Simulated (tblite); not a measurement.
A geometry optimisation, step by step.

Species: C6H15BOSi.
SMILES with atom numbers: `[CH3:1][BH:2][C@@H:3]([CH3:4])[CH2:5]/[CH:6]=[CH:7]/[O:8][SiH3:9]` (hydrogens: H10, H11, H12 on C1; H13 on B2; H14 on C3; H15, H16, H17 on C4; H18, H19 on C5; H20 on C6; H21 on C7; H22, H23, H24 on Si9)

Computed with GFN2-xTB (tblite), gas phase: L-BFGS steps from a force-field or distance-geometry start until the largest atomic force falls under 0.01 eV/Å. 5 of its 137 geometries are shown.

Step 0: E = -748.2919 eV, largest atomic force 3.041 eV/Å
```
atom  x, y, z in Å  |  force x, y, z in eV/Å
C1     -3.319    1.421    0.275   -0.885  -1.060   0.019
B2     -2.799    0.187   -0.594    1.861   1.864   0.006
C3     -1.507   -0.526    0.089   -2.916   0.395   0.168
C4     -1.237   -1.777   -0.654    0.074  -2.833   1.102
C5     -0.439    0.506    0.084    0.752   1.855   0.463
C6      0.849    0.053    0.660    0.782  -0.332   0.223
C7      1.988    0.033   -0.036    0.420  -0.669   1.702
O8      3.175   -0.407    0.592    0.666   0.994  -2.272
Si9     4.669   -0.098   -0.255   -1.328  -0.344   1.078
H10    -4.342    1.736   -0.021    0.821   0.219   0.363
H11    -2.578    2.228    0.178   -0.702  -0.186  -0.097
H12    -3.322    1.087    1.325   -0.237   0.580  -0.266
H13    -2.678    0.330   -1.761   -0.720  -0.461   0.082
H14    -1.771   -0.760    1.142    0.401  -0.111  -0.332
H15    -0.729   -1.684   -1.605    0.135   0.162   0.133
H16    -0.661   -2.446    0.074   -0.343   0.408  -1.420
H17    -2.226   -2.287   -0.832    1.028   0.227   0.025
H18    -0.807    1.345    0.732    0.400  -0.466  -0.428
H19    -0.264    0.942   -0.911   -0.107  -0.286   0.101
H20     0.822   -0.259    1.716    0.155   0.113  -0.692
H21     2.013    0.350   -1.068    0.274  -0.084   0.052
H22     4.566   -0.634   -1.612   -0.020  -0.139   0.021
H23     5.774   -0.668    0.532   -0.513   0.006  -0.069
H24     4.811    1.348   -0.374    0.001   0.148   0.037
```

Step 34: E = -749.4381 eV, largest atomic force 0.137 eV/Å
```
atom  x, y, z in Å  |  force x, y, z in eV/Å
C1     -3.526    1.454    0.272    0.007   0.005  -0.022
B2     -2.772    0.316   -0.515   -0.066   0.120   0.000
C3     -1.557   -0.470    0.139   -0.039   0.037  -0.020
C4     -1.149   -1.736   -0.617    0.016   0.035  -0.028
C5     -0.367    0.519    0.137    0.004   0.056  -0.024
C6      0.919   -0.058    0.627    0.030  -0.012  -0.007
C7      2.026   -0.020   -0.100    0.011   0.090   0.005
O8      3.236   -0.438    0.339   -0.043  -0.040  -0.019
Si9     4.716   -0.142   -0.268   -0.020  -0.010   0.032
H10    -4.536    1.649   -0.089    0.044  -0.094   0.026
H11    -2.975    2.384    0.096   -0.009  -0.068   0.064
H12    -3.573    1.310    1.351    0.047   0.029  -0.086
H13    -3.035    0.141   -1.644   -0.001  -0.037   0.012
H14    -1.753   -0.724    1.185    0.011  -0.092  -0.004
H15    -0.786   -1.470   -1.607   -0.032  -0.006  -0.053
H16    -0.344   -2.250   -0.100    0.013  -0.078   0.046
H17    -1.990   -2.414   -0.733   -0.010  -0.015   0.057
H18    -0.622    1.369    0.771   -0.039   0.084   0.048
H19    -0.214    0.888   -0.877   -0.011   0.072  -0.092
H20     0.922   -0.472    1.623    0.065  -0.026   0.044
H21     2.010    0.400   -1.100    0.017  -0.016   0.008
H22     4.855   -0.699   -1.615   -0.019   0.000  -0.038
H23     5.532   -0.814    0.721    0.027  -0.086   0.085
H24     4.971    1.297   -0.322   -0.005   0.052  -0.035
```

Step 68: E = -749.4774 eV, largest atomic force 0.063 eV/Å
```
atom  x, y, z in Å  |  force x, y, z in eV/Å
C1     -3.563    1.378    0.319    0.004   0.034   0.028
B2     -2.813    0.278   -0.516   -0.045   0.017   0.040
C3     -1.525   -0.425    0.087    0.007   0.010   0.007
C4     -1.077   -1.687   -0.653   -0.005  -0.001  -0.014
C5     -0.391    0.634    0.084    0.027  -0.011  -0.010
C6      0.912    0.088    0.566    0.020  -0.008  -0.016
C7      2.022    0.111   -0.157    0.024   0.006   0.016
O8      3.194   -0.379    0.306    0.004  -0.001  -0.007
Si9     4.734   -0.272   -0.196   -0.039  -0.007  -0.023
H10    -4.637    1.406    0.140    0.057  -0.022   0.002
H11    -3.184    2.353    0.005   -0.032  -0.020  -0.013
H12    -3.397    1.312    1.393   -0.021   0.005  -0.016
H13    -3.169    0.042   -1.607    0.018  -0.019  -0.010
H14    -1.689   -0.697    1.136    0.027  -0.020   0.014
H15    -0.888   -1.475   -1.703   -0.011   0.014   0.015
H16    -0.163   -2.089   -0.218    0.000  -0.003  -0.001
H17    -1.851   -2.449   -0.589   -0.004  -0.003  -0.033
H18    -0.689    1.460    0.735   -0.011   0.010  -0.027
H19    -0.260    1.024   -0.927   -0.014   0.015  -0.010
H20     0.933   -0.345    1.557   -0.010   0.030  -0.016
H21     2.041    0.534   -1.157    0.018  -0.027   0.048
H22     4.895   -0.807   -1.551   -0.025   0.011  -0.010
H23     5.364   -1.098    0.817    0.017  -0.011   0.033
H24     5.188    1.121   -0.196   -0.005   0.002   0.003
```

Step 102: E = -749.4964 eV, largest atomic force 0.022 eV/Å
```
atom  x, y, z in Å  |  force x, y, z in eV/Å
C1     -3.607    1.304    0.406    0.009   0.007   0.001
B2     -2.848    0.234   -0.458    0.006   0.013  -0.001
C3     -1.472   -0.379    0.038   -0.002   0.000   0.001
C4     -1.020   -1.613   -0.749    0.005   0.007  -0.004
C5     -0.375    0.716   -0.025   -0.009   0.001  -0.004
C6      0.913    0.242    0.562    0.008   0.005  -0.007
C7      2.049    0.172   -0.116    0.005  -0.020  -0.006
O8      3.192   -0.304    0.428   -0.002   0.009   0.007
Si9     4.717   -0.386   -0.120   -0.001  -0.010  -0.016
H10    -4.675    1.099    0.462   -0.012  -0.018   0.004
H11    -3.528    2.277   -0.081    0.005   0.007  -0.013
H12    -3.233    1.418    1.420    0.009   0.005   0.016
H13    -3.294   -0.077   -1.497    0.007   0.003   0.009
H14    -1.550   -0.667    1.093   -0.009  -0.004  -0.003
H15    -0.899   -1.367   -1.802    0.012  -0.004  -0.002
H16    -0.070   -1.987   -0.373    0.008  -0.004  -0.004
H17    -1.760   -2.405   -0.667   -0.001   0.005   0.003
H18    -0.721    1.593    0.528   -0.009  -0.002   0.011
H19    -0.215    1.010   -1.064   -0.012   0.009  -0.010
H20     0.893   -0.078    1.594   -0.002  -0.008   0.002
H21     2.115    0.489   -1.151   -0.010  -0.014  -0.009
H22     4.755   -0.893   -1.496   -0.002  -0.004   0.004
H23     5.273   -1.315    0.849    0.006   0.003   0.016
H24     5.347    0.936   -0.103   -0.010   0.013   0.006
```

Step 136: E = -749.5018 eV, largest atomic force 0.010 eV/Å
```
atom  x, y, z in Å  |  force x, y, z in eV/Å
C1     -3.595    1.303    0.432   -0.005  -0.002   0.008
B2     -2.843    0.246   -0.453    0.004   0.004   0.000
C3     -1.461   -0.370    0.018    0.002   0.001   0.000
C4     -0.999   -1.581   -0.796    0.000  -0.002   0.000
C5     -0.374    0.737   -0.027    0.000   0.001   0.002
C6      0.913    0.268    0.566    0.000  -0.003  -0.002
C7      2.026    0.097   -0.132    0.002  -0.002  -0.003
O8      3.167   -0.369    0.423    0.005   0.002  -0.001
Si9     4.704   -0.398   -0.097    0.003   0.002   0.004
H10    -4.623    0.991    0.613    0.003   0.001   0.001
H11    -3.673    2.251   -0.101    0.001  -0.004   0.004
H12    -3.134    1.501    1.396   -0.002   0.004  -0.007
H13    -3.309   -0.064   -1.484   -0.004   0.001  -0.004
H14    -1.534   -0.681    1.068    0.000   0.000  -0.001
H15    -0.855   -1.306   -1.838   -0.007  -0.004   0.000
H16    -0.057   -1.971   -0.414    0.002   0.002   0.000
H17    -1.743   -2.373   -0.750    0.000   0.000  -0.003
H18    -0.731    1.605    0.531   -0.002   0.000   0.003
H19    -0.213    1.039   -1.063    0.001  -0.001   0.001
H20     0.910    0.031    1.621   -0.004  -0.001  -0.003
H21     2.072    0.320   -1.192    0.002   0.002  -0.004
H22     4.797   -0.959   -1.448   -0.008  -0.002   0.002
H23     5.283   -1.255    0.924    0.004   0.004   0.004
H24     5.261    0.957   -0.123    0.002  -0.004   0.000
```

Problem. Summarise the path.

Solution. The energy falls by 27.90 kcal/mol from step 0 to step 136; nine tenths of that is first reached at step 19. It falls at every step. The largest force goes from 3.041 to 0.010 eV/Å. Among the bonds O8–Si9 changes most, from 1.745 to 1.623 Å; the atoms move by 0.528 Å rms after alignment.

Problem. Follow the three bonds and two angles with the largest change from start to end.

Solution. 
```json
{"step": "0", "E above end (kcal/mol)": "27.90", "largest force (eV/Å)": "3.041", "O8–Si9 (Å)": "1.745", "C3–C5 (Å)": "1.485", "C7–O8 (Å)": "1.414", "C7–O8–Si9 (°)": "116.6", "C1–B2–C3 (°)": "111.7"}
{"step": "6", "E above end (kcal/mol)": "6.77", "largest force (eV/Å)": "0.398", "O8–Si9 (Å)": "1.640", "C3–C5 (Å)": "1.545", "C7–O8 (Å)": "1.361", "C7–O8–Si9 (°)": "123.9", "C1–B2–C3 (°)": "114.9"}
{"step": "12", "E above end (kcal/mol)": "3.86", "largest force (eV/Å)": "0.300", "O8–Si9 (Å)": "1.627", "C3–C5 (Å)": "1.562", "C7–O8 (Å)": "1.350", "C7–O8–Si9 (°)": "124.3", "C1–B2–C3 (°)": "117.0"}
{"step": "18", "E above end (kcal/mol)": "2.83", "largest force (eV/Å)": "0.121", "O8–Si9 (Å)": "1.627", "C3–C5 (Å)": "1.551", "C7–O8 (Å)": "1.349", "C7–O8–Si9 (°)": "126.0", "C1–B2–C3 (°)": "118.8"}
{"step": "24", "E above end (kcal/mol)": "2.26", "largest force (eV/Å)": "0.153", "O8–Si9 (Å)": "1.630", "C3–C5 (Å)": "1.547", "C7–O8 (Å)": "1.353", "C7–O8–Si9 (°)": "128.0", "C1–B2–C3 (°)": "119.3"}
{"step": "30", "E above end (kcal/mol)": "1.77", "largest force (eV/Å)": "0.131", "O8–Si9 (Å)": "1.631", "C3–C5 (Å)": "1.550", "C7–O8 (Å)": "1.354", "C7–O8–Si9 (°)": "128.7", "C1–B2–C3 (°)": "120.6"}
{"step": "35", "E above end (kcal/mol)": "1.38", "largest force (eV/Å)": "0.136", "O8–Si9 (Å)": "1.625", "C3–C5 (Å)": "1.550", "C7–O8 (Å)": "1.351", "C7–O8–Si9 (°)": "129.7", "C1–B2–C3 (°)": "121.3"}
{"step": "41", "E above end (kcal/mol)": "1.10", "largest force (eV/Å)": "0.064", "O8–Si9 (Å)": "1.628", "C3–C5 (Å)": "1.549", "C7–O8 (Å)": "1.354", "C7–O8–Si9 (°)": "129.6", "C1–B2–C3 (°)": "121.6"}
{"step": "47", "E above end (kcal/mol)": "1.00", "largest force (eV/Å)": "0.055", "O8–Si9 (Å)": "1.626", "C3–C5 (Å)": "1.552", "C7–O8 (Å)": "1.353", "C7–O8–Si9 (°)": "129.7", "C1–B2–C3 (°)": "121.5"}
{"step": "53", "E above end (kcal/mol)": "0.91", "largest force (eV/Å)": "0.064", "O8–Si9 (Å)": "1.625", "C3–C5 (Å)": "1.551", "C7–O8 (Å)": "1.352", "C7–O8–Si9 (°)": "130.6", "C1–B2–C3 (°)": "121.4"}
{"step": "59", "E above end (kcal/mol)": "0.76", "largest force (eV/Å)": "0.099", "O8–Si9 (Å)": "1.626", "C3–C5 (Å)": "1.553", "C7–O8 (Å)": "1.353", "C7–O8–Si9 (°)": "132.4", "C1–B2–C3 (°)": "120.2"}
{"step": "65", "E above end (kcal/mol)": "0.61", "largest force (eV/Å)": "0.049", "O8–Si9 (Å)": "1.622", "C3–C5 (Å)": "1.552", "C7–O8 (Å)": "1.351", "C7–O8–Si9 (°)": "133.6", "C1–B2–C3 (°)": "119.6"}
{"step": "71", "E above end (kcal/mol)": "0.49", "largest force (eV/Å)": "0.062", "O8–Si9 (Å)": "1.623", "C3–C5 (Å)": "1.552", "C7–O8 (Å)": "1.351", "C7–O8–Si9 (°)": "133.8", "C1–B2–C3 (°)": "119.7"}
{"step": "77", "E above end (kcal/mol)": "0.39", "largest force (eV/Å)": "0.075", "O8–Si9 (Å)": "1.623", "C3–C5 (Å)": "1.554", "C7–O8 (Å)": "1.352", "C7–O8–Si9 (°)": "133.4", "C1–B2–C3 (°)": "120.2"}
{"step": "83", "E above end (kcal/mol)": "0.29", "largest force (eV/Å)": "0.060", "O8–Si9 (Å)": "1.623", "C3–C5 (Å)": "1.551", "C7–O8 (Å)": "1.352", "C7–O8–Si9 (°)": "132.8", "C1–B2–C3 (°)": "120.8"}
{"step": "89", "E above end (kcal/mol)": "0.23", "largest force (eV/Å)": "0.056", "O8–Si9 (Å)": "1.622", "C3–C5 (Å)": "1.551", "C7–O8 (Å)": "1.351", "C7–O8–Si9 (°)": "132.9", "C1–B2–C3 (°)": "121.1"}
{"step": "95", "E above end (kcal/mol)": "0.16", "largest force (eV/Å)": "0.035", "O8–Si9 (Å)": "1.623", "C3–C5 (Å)": "1.551", "C7–O8 (Å)": "1.351", "C7–O8–Si9 (°)": "133.1", "C1–B2–C3 (°)": "121.0"}
{"step": "101", "E above end (kcal/mol)": "0.13", "largest force (eV/Å)": "0.033", "O8–Si9 (Å)": "1.623", "C3–C5 (Å)": "1.551", "C7–O8 (Å)": "1.352", "C7–O8–Si9 (°)": "132.6", "C1–B2–C3 (°)": "120.8"}
{"step": "106", "E above end (kcal/mol)": "0.11", "largest force (eV/Å)": "0.027", "O8–Si9 (Å)": "1.624", "C3–C5 (Å)": "1.551", "C7–O8 (Å)": "1.352", "C7–O8–Si9 (°)": "132.2", "C1–B2–C3 (°)": "120.8"}
{"step": "112", "E above end (kcal/mol)": "0.09", "largest force (eV/Å)": "0.025", "O8–Si9 (Å)": "1.624", "C3–C5 (Å)": "1.551", "C7–O8 (Å)": "1.352", "C7–O8–Si9 (°)": "132.1", "C1–B2–C3 (°)": "120.6"}
{"step": "118", "E above end (kcal/mol)": "0.05", "largest force (eV/Å)": "0.031", "O8–Si9 (Å)": "1.624", "C3–C5 (Å)": "1.551", "C7–O8 (Å)": "1.353", "C7–O8–Si9 (°)": "131.5", "C1–B2–C3 (°)": "120.8"}
{"step": "124", "E above end (kcal/mol)": "0.03", "largest force (eV/Å)": "0.026", "O8–Si9 (Å)": "1.624", "C3–C5 (Å)": "1.551", "C7–O8 (Å)": "1.352", "C7–O8–Si9 (°)": "131.9", "C1–B2–C3 (°)": "121.0"}
{"step": "130", "E above end (kcal/mol)": "0.01", "largest force (eV/Å)": "0.026", "O8–Si9 (Å)": "1.623", "C3–C5 (Å)": "1.552", "C7–O8 (Å)": "1.352", "C7–O8–Si9 (°)": "132.3", "C1–B2–C3 (°)": "120.7"}
{"step": "136", "E above end (kcal/mol)": "0.00", "largest force (eV/Å)": "0.010", "O8–Si9 (Å)": "1.623", "C3–C5 (Å)": "1.552", "C7–O8 (Å)": "1.352", "C7–O8–Si9 (°)": "132.4", "C1–B2–C3 (°)": "120.8"}
```

What follows is the cost of the whole relaxation. The run took 1.3 s of wall time on one thread of an Arm Neoverse V1, no GPU (shared host).
